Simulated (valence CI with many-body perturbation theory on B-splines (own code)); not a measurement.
Results of a calculation; reference values are marked as such.
**Run record, Fe¹¹⁺**

Method: relativistic CI+MBPT: five valence electrons over a frozen Dirac-Fock core [Ne], radial functions for each j: 9 s, 9 p, 8 d, 6 f, 3 g, 1 h, with the one-electron correlation potential Σ1 (screened to all orders), the two-electron term Σ2, the three-electron term Σ3, Breit, model QED; selected single and double excitations, second order for the rest, scaled by the run's own slope (own B-spline code, finite nucleus).

Command, and the settings that its task file holds:

```sh
python run_cv.py task.json out
```

```
atom Fe  Z=26  mass_number=56  rms_radius_fm=3.7377
core [Ne]
valence 3s2 3p3
avg = 1
basis = M
breit = 1
cap = 40000
capref = 1200
cscale = 1
de = 0.0
dress = 0
eps = 2e-08
extrap = 1
h = 0.27
hh = 1
l2 = 3
lcore = 6
maxit = 60
n2 = 5
natural = 1
nlev = 45
nno = [5, 5, 5, 4, 2, 1]
nroot = 26
nsp = [4, 4, 3, 2, 1, 0]
pt2 = 1
qed = 1
rpa = 1
s1 = 1
s2 = 1
s3 = 1
screen = 1
tol = 2e-05
whole = 1
```

It took 5.6 min on 1 thread of Intel(R) Xeon(R) Processor @ 2.30GHz, with other jobs on the host.

Log. The first blocks belong to the next ion, which gives the ionisation energy. Fields: 2J, parity (1 odd), roots, reference size, generating configurations, candidates as configurations/state functions, variational space P, stored matrix elements, Davidson steps; e2 is the range of second-order energies in hartree. The first line gives the box (bohr), its intervals, the orbitals and the steps of their self-consistent field. Window is the range of levels sought, series limit the energy at which the first omitted orbital would enter, core excitation an estimate of the first excitation out of the core, left out the lowest levels not solved, and shifts from estimates the range by which levels moved from their first estimate, all in cm⁻¹.

```
rmax 9.6 intervals 62 orbitals 63 references ['3s2 3p3', '3s 3p4', '3s2 3p2 3d', '3p5', '3s 3p3 3d'] scf 6 t 1.2
2J=0 par=0 roots 2 ref 24 generators 9 cand 2798/4053 P 2818/4077 nnz 1.6e+06 it 6
2J=0 par=0 roots 2 ref 24 generators 16 cand 2674/4411 P 5492/8488 nnz 4.3e+06 it 6
   second order: generators 41 cand 32044/64409 e2 -0.00006 -0.00005
2J=2 par=0 roots 2 ref 38 generators 10 cand 1387/3935 P 1406/3973 nnz 2.1e+06 it 7
2J=2 par=0 roots 2 ref 38 generators 21 cand 4329/16080 P 5735/20053 nnz 2.9e+07 it 8
   second order: generators 49 cand 36634/163088 e2 -0.00019 -0.00008
2J=4 par=0 roots 2 ref 55 generators 11 cand 1406/3917 P 1431/3972 nnz 2.3e+06 it 6
2J=4 par=0 roots 2 ref 55 generators 22 cand 3508/14645 P 4939/18617 nnz 2.8e+07 it 6
   second order: generators 42 cand 34187/206259 e2 -0.00017 -0.00013
reference levels 588, estimated 109, window 628250 1/cm; series limit 2164425, core excitation 5749593
2J=3 par=1 roots 6 ref 74 generators 25 cand 1312/5436 P 1892/7980 nnz 6.5e+06 it 10
2J=3 par=1 roots 6 ref 74 generators 36 cand 5214/31972 P 7106/39952 nnz 9.4e+07 it 10
   second order: generators 72 cand 89099/1342474 e2 -0.00276 -0.00039
2J=5 par=1 roots 3 ref 70 generators 16 cand 1107/5385 P 1603/7952 nnz 6.8e+06 it 6
2J=5 par=1 roots 3 ref 70 generators 27 cand 4553/31733 P 6156/39685 nnz 1e+08 it 12
   second order: generators 53 cand 70153/1363571 e2 -0.00319 -0.00080
2J=1 par=1 roots 4 ref 47 generators 22 cand 1744/5462 P 2529/7979 nnz 5.4e+06 it 8
2J=1 par=1 roots 4 ref 47 generators 31 cand 7004/31947 P 9533/39926 nnz 8.2e+07 it 8
   second order: generators 63 cand 86988/783245 e2 -0.00086 -0.00027
2J=5 par=0 roots 10 ref 76 generators 23 cand 1165/5501 P 1791/7988 nnz 6.4e+06 it 12
2J=5 par=0 roots 10 ref 76 generators 38 cand 4477/31893 P 6268/39881 nnz 1e+08 it 10
   second order: generators 88 cand 103023/1936480 e2 -0.00296 -0.00136
2J=3 par=0 roots 11 ref 74 generators 24 cand 1239/5434 P 1923/7997 nnz 5.9e+06 it 8
2J=3 par=0 roots 11 ref 74 generators 46 cand 4932/31998 P 6855/39995 nnz 9.5e+07 it 10
   second order: generators 94 cand 105082/1631104 e2 -0.00241 -0.00085
2J=1 par=0 roots 8 ref 47 generators 20 cand 1737/5469 P 2698/7992 nnz 5.1e+06 it 10
2J=1 par=0 roots 8 ref 47 generators 43 cand 6958/31968 P 9656/39960 nnz 8.5e+07 it 9
   second order: generators 83 cand 94331/856201 e2 -0.00089 -0.00023
2J=7 par=0 roots 5 ref 54 generators 16 cand 1264/5520 P 1887/7989 nnz 6e+06 it 11
2J=7 par=0 roots 5 ref 54 generators 32 cand 3801/31887 P 5688/39876 nnz 1.1e+08 it 10
   second order: generators 76 cand 96805/2023836 e2 -0.00235 -0.00180
2J=9 par=0 roots 2 ref 34 generators 9 cand 1322/5514 P 2166/8156 nnz 6.1e+06 it 6
2J=9 par=0 roots 2 ref 34 generators 23 cand 3969/31839 P 6135/39995 nnz 1.1e+08 it 8
   second order: generators 45 cand 66374/1384068 e2 -0.00132 -0.00113
2J=7 par=1 roots 2 ref 53 generators 14 cand 803/5498 P 1283/7963 nnz 7.1e+06 it 6
2J=7 par=1 roots 2 ref 53 generators 26 cand 3936/30855 P 5219/38818 nnz 1e+08 it 9
   second order: generators 42 cand 65517/1477186 e2 -0.00252 -0.00089
2J=9 par=1 roots 2 ref 28 generators 14 cand 961/5360 P 1565/7891 nnz 6.9e+06 it 5
2J=9 par=1 roots 2 ref 28 generators 19 cand 4259/31326 P 5824/39217 nnz 1.1e+08 it 6
   second order: generators 36 cand 60204/1295894 e2 -0.00220 -0.00062
left out: unestimated 894446, estimated 690023, shifts from estimates -128 to 257
operators 0.8
```

The Davidson iterations converged.

No measured levels were compared; by estimate levels of excited configurations hold to 0.05 to 0.15 % of their energy, terms of the ground configuration to about 0.5 %. Among the levels kept, up to 650 cm⁻¹ of a level comes from second order outside the variational space, and about a tenth of that is noise between levels of different J, which matters for small intervals.

| Quantity | Value |
| --- | --- |
| Valence energy | -74.39429 hartree |
| Ionisation energy | 327.31 eV (NIST: 330.8 ± 0.6 eV (semi-empirical)) |
| Reference configurations for the orbitals | 3s2 3p3, 3s 3p4, 3s2 3p2 3d, 3p5, 3s 3p3 3d |
| Radial orbitals | 63 |
| Box radius | 9.551 bohr |
| Largest variational space | 39995 |
| Lowest levels | 3s2 3p3 4S°_3/2 0, 3s2 3p3 2D°_3/2 41811, 3s2 3p3 2D°_5/2 46349, 3s2 3p3 2P°_1/2 74454, 3s2 3p3 2P°_3/2 80849, 3s 3p4 4P_5/2 274360, 3s 3p4 4P_3/2 283980, 3s 3p4 4P_1/2 288290, 3s 3p4 2D_3/2 339930, 3s 3p4 2D_5/2 341880, 3s2 3p2 3d 2P_3/2 [a] 389850, 3s 3p4 2P_1/2 394570, 3s 3p4 2S_1/2 410720, 3s2 3p2 3d 4F_3/2 426900 cm⁻¹ |

Names give the largest LS component (configuration and term), which can be under half, so a name can repeat, a term be missing and a line seem to break the LS rules; names also repeat where a configuration has a term twice. Letters in brackets count levels of one name in rising energy.
